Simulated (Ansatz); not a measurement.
Cost and result for the atomization energy of C2H6BFS, SMILES `CBC(F)S` (11 atoms, 10 bonds).

```xyz
11

C     0.284    0.660    1.387
B     0.241    0.482   -0.173
C     0.263   -0.924   -0.826
F     0.507   -2.035   -0.083
S    -1.577   -0.535   -0.796
H    -0.307    1.514    1.727
H    -0.025   -0.225    1.947
H     1.324    0.867    1.669
H     0.378    1.403   -0.928
H     0.564   -1.099   -1.857
H    -1.653   -0.106   -2.065
```

Total charge 0; spin multiplicity 1. Geometry: relaxed with PBE0-D4/def2-TZVP. It is one conformer, not always the lowest. Program: Ansatz. All runs use 4 threads of an Arm Neoverse V2 on a shared host. Times are those of one run each, without the atoms' runs, and a repeat can differ threefold. Electronic energies, without spin–orbit coupling; frozen cores. CCSD(T)/CBS adds CCSD(T) − MP2 in def2-TZVPP to the MP2 limit, and its time is that of the two runs behind it. T1 = 0.012. B3LYP takes the VWN-RPA correlation (the form of Gaussian; ORCA's B3LYP/G).

CCSD(T)/CBS is a level of theory with its own doubt, some kJ/mol a heavy atom from the limit and from the frozen cores, so smaller differences don't rank the functionals.

| level | functions | wall time |
| --- | --- | --- |
| PBE-D4/def2-TZVPP (with forces) | 250 | 2.2 s |
| PBE0-D4/def2-TZVPP | 250 | 2.5 s |
| B3LYP-D4/def2-TZVPP (with forces) | 250 | 3.9 s |
| r2SCAN-D4/def2-TZVPP (with forces) | 250 | 4.2 s |
| B2PLYP/def2-TZVPP | 250 | 4.8 s |
| ωB97X-V/def2-TZVPP | 250 | 6.5 s |
| ωB97M-V/def2-TZVPP (with forces) | 250 | 9.5 s |
| MP2/def2-QZVPP | 478 | 19 s |
| CCSD(T)/def2-TZVPP | 250 | 2.2 min |
| CCSD(T)/CBS(def2) | – | 2.5 min |

Task: What atomization energy does each give, and how far from CCSD(T)/CBS? (Best estimate.)

Result: Computed: 
| level | atomization (kJ/mol) | difference from CCSD(T)/CBS | per bond |
| --- | --- | --- | --- |
| PBE-D4/def2-TZVPP (with forces) | 4133.5 | 121.3 | 12.1 |
| PBE0-D4/def2-TZVPP | 4059.4 | 47.2 | 4.7 |
| B3LYP-D4/def2-TZVPP (with forces) | 4026.4 | 14.2 | 1.4 |
| r2SCAN-D4/def2-TZVPP (with forces) | 4059.3 | 47.1 | 4.7 |
| B2PLYP/def2-TZVPP | 3980.7 | -31.5 | -3.1 |
| ωB97X-V/def2-TZVPP | 4035.8 | 23.6 | 2.4 |
| ωB97M-V/def2-TZVPP (with forces) | 4049.3 | 37.1 | 3.7 |
| MP2/def2-QZVPP | 4043.0 | 30.8 | 3.1 |
| CCSD(T)/def2-TZVPP | 3916.7 | -95.5 | -9.6 |
| CCSD(T)/CBS(def2) | 4012.2 | 0.0 | 0.0 |

From PBE to PBE0 (25 % exact exchange), in def2-TZVPP and without D4, the atomization energy moves by −70.6 kJ/mol: exact exchange takes away binding that semilocal exchange gives to molecules. In def2-TZVPP, CCSD(T) changes the Hartree–Fock value by +959.2 kJ/mol (the triples alone add +62.7 kJ/mol) and MP2 by +1029.6 kJ/mol; breaking electron pairs costs correlation energy, which Hartree–Fock lacks. The D4 term adds +35.3 kJ/mol with B3LYP and +18.4 kJ/mol with PBE0; it sums over pairs of atoms, weighted by their polarisabilities, and B3LYP, whose exchange is more repulsive, gets the larger term.
